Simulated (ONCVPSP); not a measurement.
**PBEsol ONCV dataset for copper (Cu), scalar-relativistic all-electron reference.**

Input for ONCVPSP 4.0.1:

```
# ATOM AND REFERENCE CONFIGURATION
# atsym  z   nc   nv     iexc    psfile
  Cu 29.00    3    4  -116133      upf
#
#   n    l    f
    1    0    2.00
    2    0    2.00
    2    1    6.00
    3    0    2.00
    3    1    6.00
    3    2   10.00
    4    0    1.00
#
# PSEUDOPOTENTIAL AND OPTIMIZATION
# lmax
    2
#
#   l,   rc,      ep,       ncon, nbas, qcut
    0    1.05    0.00    4    8   14.70
    1    0.75    0.00    5    9   11.00
    2    1.30    0.00    4    8   11.30
#
# LOCAL POTENTIAL
# lloc, lpopt,  rc(5),   dvloc0
    4    5    0.55    0.00
#
# VANDERBILT-KLEINMAN-BYLANDER PROJECTORs
# l, nproj, debl
    0    2    0.80
    1    3    1.40
    2    2    1.90
#
# MODEL CORE CHARGE
# icmod, fcfact, rcfact
    3    4.25    1.15
#
# LOG DERIVATIVE ANALYSIS
# epsh1, epsh2, depsh
   -6.00    5.00    0.04
#
# OUTPUT GRID
# rlmax, drl
    6.00    0.01
#
# TEST CONFIGURATIONS
# ncnf
    4
# nvcnf
#   n    l    f
    4
    3    0    2.00
    3    1    6.00
    3    2   10.00
    4    0    0.00
#
    4
    3    0    2.00
    3    1    6.00
    3    2    9.00
    4    0    0.00
#
    4
    3    0    2.00
    3    1    6.00
    3    2    8.00
    4    0    0.00
#
    4
    3    0    2.00
    3    1    6.00
    3    2    9.00
    4    0    2.00
#
```

Command:

```bash
oncvpsp.x < Cu.dat > Cu.out
```

The program printed (shortened: citation, most of the input echo, consistency checks and plot data are left out):

```
ONCVPSP  (Optimized Norm-Conservinng Vanderbilt PSeudopotential)
scalar-relativistic version 4.0.1

#   n    l    f        energy (Ha)
    1    0    2.00    -3.2497347E+02
    2    0    2.00    -3.9007500E+01
    2    1    6.00    -3.3677990E+01
    3    0    2.00    -4.2042910E+00
    3    1    6.00    -2.6459231E+00
    3    2   10.00    -1.8594224E-01
    4    0    1.00    -1.6936025E-01

Reference configufation results
  iterations    41
  all-electron total energy (Ha)   -1.65349048D+03

Begin loop to  construct optimized pseudo wave functions
and semi-local pseudopoentials for all angular momenta

Calculating optimized projector #   1

 for l=   0

    Fraction of norm inside rc  0.891121
    Optimizing pswf for qcut=  14.69 a_B^-1,  ecut= 107.92 Ha
    Residual kinetic energy error=  3.48D-08 Ha

    Energy error per electron        Cutoff
         Ha          eV             Ha
         0.01000     0.27211       50.13
         0.00100     0.02721       64.24
         0.00010     0.00272       76.15
         0.00001     0.00027       85.80

Calculating optimized projector #   2

 for l=   0

    Fraction of norm inside rc  0.023741
    Optimizing pswf for qcut=  14.69 a_B^-1,  ecut= 107.92 Ha
    Residual kinetic energy error=  3.25D-09 Ha

    Energy error per electron        Cutoff
         Ha          eV             Ha
         0.01000     0.27211       30.98
         0.00100     0.02721       50.86
         0.00010     0.00272       66.07
         0.00001     0.00027       78.91

WARNING wellstate: negative energy specified for n= 4 l=  1
WARNING scattering state with energy  0.25000000
WARNING will be used for the first projector

   Wellstate for l =  1  n =  4
     eigenvalue =   0.2500
     asymptotic potential =   0.7500
     half-point radius =  3.6197

   Wellstate for l =  1  n =  5
     eigenvalue =   1.6500
     asymptotic potential =   2.1500
     half-point radius =  3.2757

Calculating optimized projector #   1

 for l=   1

    Fraction of norm inside rc  0.560681
    Optimizing pswf for qcut=  11.02 a_B^-1,  ecut=  60.72 Ha
    Residual kinetic energy error=  3.09D-03 Ha

    Energy error per electron        Cutoff
         Ha          eV             Ha
         0.01000     0.27211       34.10
         0.00100     0.02721      146.17
         0.00010     0.00272      422.80
         0.00001     0.00027      483.10

Calculating optimized projector #   2

 for l=   1

    Fraction of norm inside rc  0.030125
    Optimizing pswf for qcut=  11.02 a_B^-1,  ecut=  60.72 Ha
    Residual kinetic energy error=  2.22D-04 Ha

    Energy error per electron        Cutoff
         Ha          eV             Ha
         0.01000     0.27211       24.48
         0.00100     0.02721       34.45
         0.00010     0.00272       81.18
         0.00001     0.00027      497.63

Calculating optimized projector #   3

 for l=   1

    Fraction of norm inside rc  0.030016
    Optimizing pswf for qcut=  11.02 a_B^-1,  ecut=  60.72 Ha
    Residual kinetic energy error=  2.62D-04 Ha

    Energy error per electron        Cutoff
         Ha          eV             Ha
         0.01000     0.27211       26.07
         0.00100     0.02721       35.98
         0.00010     0.00272       79.67
         0.00001     0.00027      332.09

   Wellstate for l =  2  n =  5
     eigenvalue =   1.7141
     asymptotic potential =   2.2141
     half-point radius =  3.9617

Calculating optimized projector #   1

 for l=   2

    Fraction of norm inside rc  0.749334
    Optimizing pswf for qcut=  11.30 a_B^-1,  ecut=  63.84 Ha
    Residual kinetic energy error=  4.56D-05 Ha

    Energy error per electron        Cutoff
         Ha          eV             Ha
         0.01000     0.27211       46.83
         0.00100     0.02721       54.53
         0.00010     0.00272       60.62
         0.00001     0.00027      147.06

Calculating optimized projector #   2

 for l=   2

    Fraction of norm inside rc  0.060327
    Optimizing pswf for qcut=  11.30 a_B^-1,  ecut=  63.84 Ha
    Residual kinetic energy error=  4.15D-05 Ha

    Energy error per electron        Cutoff
         Ha          eV             Ha
         0.01000     0.27211       43.45
         0.00100     0.02721       53.29
         0.00010     0.00272       60.86
         0.00001     0.00027       90.18

Construct Vanderbilt / Kleinmman-Bylander projectors

B matrix Hermiticity error, ll=   0
   1   2    4.3386E-04

  Orthonormal projector coefficients  3.5918E+01  4.0513E+00

B matrix Hermiticity error, ll=   1
   1   2    3.5392E-04
   1   3   -5.6192E-04
   2   3    4.9580E-05

  Orthonormal projector coefficients -5.2415E+02  2.3014E+01  7.4098E+00

B matrix Hermiticity error, ll=   2
   1   2   -1.8548E-04

  Orthonormal projector coefficients -8.8340E+00 -5.4641E+00

Model core correction analysis
  based on d2Exc/dn_idn_j

d2excae - all-electron derivatives

   -4.240909D-02   -3.944669D-02   -2.751166D-02   -1.532318D-03
   -3.944685D-02   -3.792420D-02   -2.718616D-02   -1.868360D-03
   -2.751200D-02   -2.718637D-02   -2.463616D-02   -7.531538D-03
   -1.532249D-03   -1.868159D-03   -7.528075D-03   -3.748604D-02

d2excps - pseudofunction derivatives with no core correction

   -4.499592D-02   -4.214767D-02   -2.943568D-02   -1.767750D-03
   -4.214789D-02   -4.008442D-02   -2.912305D-02   -2.073909D-03
   -2.943596D-02   -2.912323D-02   -2.577183D-02   -7.516189D-03
   -1.767665D-03   -2.073719D-03   -7.512725D-03   -3.750049D-02

rms 2nd derivative error    1.626757E-03

rmatch, rhocmatch    0.3649   61.3192

Teter function model core charge with specified parameters

d2excps - pseudofunction derivatives with core correction

   -4.216844D-02   -4.016867D-02   -2.903472D-02   -1.619100D-03
   -4.016876D-02   -3.858273D-02   -2.876407D-02   -1.970301D-03
   -2.903497D-02   -2.876424D-02   -2.560958D-02   -7.497005D-03
   -1.619031D-03   -1.970104D-03   -7.493541D-03   -3.749262D-02

rms 2nd derivative error    8.710064E-04

Pseudoatom total energy -192.252540

Diagnostic tests using Vanderbilt-Kleinman-Bylander pseudopotentials
  1 or more projectors used as specified by nproj input data

   l    rcore       rmatch      e in        delta e   norm test  slope test

   0   1.0520890   1.0840327  -4.2042910  -0.0000008   1.0002281   1.0002286
   0   1.0520890   1.0840327  -0.1693602   0.0000080   1.0000821   1.0000692

   1   0.7526024   0.7754530  -2.6459231  -0.0000827   1.0002194   1.0003125
   1   0.7526024   0.7754530   0.2500000   0.0000442   1.0005298   1.0005298
   1   0.7526024   0.7754530   1.6500000   0.0000540   1.0006147   1.0006147

   2   1.3049077   1.3445275  -0.1859422  -0.0000039   1.0001275   1.0001340
   2   1.3049077   1.3445275   1.7140578   0.0000206   1.0002999   1.0002999

 Testing for bound ghosts
   n   l    E NL Schr. Eq   E Basis Diag.   E Cutoff

   1   0       -4.204292       -4.204271    237.97
   2   0       -0.169352        0.190522    237.97

       1                      -30.134951    881.43  WARNING - GHOST(-)
   2   1       -2.646006       -2.636834    881.43

   3   2       -0.185946       -0.179698    202.35

 Testing for highly-localized positive-energy ghosts
       l    <radius>/rc     E Basis Diag.   E Cutoff

       0        0.710569       20.160448    237.97  WARNING - GHOST(+)

Test configuration 0

   n   l     f        eae           eps        diff
   1   0  2.0000 -324.97347039
   2   0  2.0000  -39.00749990
   2   1  6.0000  -33.67798976
   3   0  2.0000   -4.20429104   -4.20429188   -8.42D-07
   3   1  6.0000   -2.64592314   -2.64600589   -8.27D-05
   3   2 10.0000   -0.18594224   -0.18594614   -3.90D-06
   4   0  1.0000   -0.16936025   -0.16935227    7.98D-06

    Total energies and differences
      AE_ref= -1.65349048D+03  AE_tst= -1.65349048D+03  dif=  0.00D+00
      PS_ref= -1.92252540D+02  PS_tst= -1.92252540D+02  dif=  1.02D-12
      PSP excitation error= -1.02D-12

Test configuration 1

   n   l     f        eae           eps        diff
   1   0  2.0000 -325.28907822
   2   0  2.0000  -39.31314948
   2   1  6.0000  -33.98450218
   3   0  2.0000   -4.51954537   -4.51898611    5.59D-04
   3   1  6.0000   -2.96243084   -2.96184439    5.86D-04
   3   2 10.0000   -0.50135177   -0.50151175   -1.60D-04

    Total energies and differences
      AE_ref= -1.65349048D+03  AE_tst= -1.65319260D+03  dif=  2.98D-01
      PS_ref= -1.92252540D+02  PS_tst= -1.91954833D+02  dif=  2.98D-01
      PSP excitation error=  1.71D-04

Test configuration 2

   n   l     f        eae           eps        diff
   1   0  2.0000 -325.91458699
   2   0  2.0000  -39.95090070
   2   1  6.0000  -34.62084051
   3   0  2.0000   -5.14282741   -5.14256274    2.65D-04
   3   1  6.0000   -3.58067272   -3.58057841    9.43D-05
   3   2  9.0000   -1.08797326   -1.08759432    3.79D-04

    Total energies and differences
      AE_ref= -1.65349048D+03  AE_tst= -1.65240935D+03  dif=  1.08D+00
      PS_ref= -1.92252540D+02  PS_tst= -1.91171464D+02  dif=  1.08D+00
      PSP excitation error=  5.72D-05

Test configuration 3

psatom: WARNING lschvkbb convergence error n,l,iter=   3   2   3
ea(ii),et,emin,emax -1.859461E-01 -2.045408E-01 -2.045408E-01 -2.045408E-01
run_config: WARNING for fully non-local PS atom, stg. 1
 WARNING no output for configuration 4

Test configuration 4

   n   l     f        eae           eps        diff
   1   0  2.0000 -325.16519108
   2   0  2.0000  -39.22057682
   2   1  6.0000  -33.88892368
   3   0  2.0000   -4.39894928   -4.39880031    1.49D-04
   3   1  6.0000   -2.83583983   -2.83610131   -2.61D-04
   3   2  9.0000   -0.35081469   -0.34954027    1.27D-03
   4   0  2.0000   -0.21431783   -0.21457941   -2.62D-04

    Total energies and differences
      AE_ref= -1.65349048D+03  AE_tst= -1.65341747D+03  dif=  7.30D-02
      PS_ref= -1.92252540D+02  PS_tst= -1.92180171D+02  dif=  7.24D-02
      PSP excitation error=  6.45D-04
```

Note: ghosts flagged at negative energy: p at -820.0 eV; GHOST(+) flagged for s at 548.6 eV. A true bound ghost makes a file unfit for plane-wave use.

The run took about 4.2 s on one core of a shared server CPU.
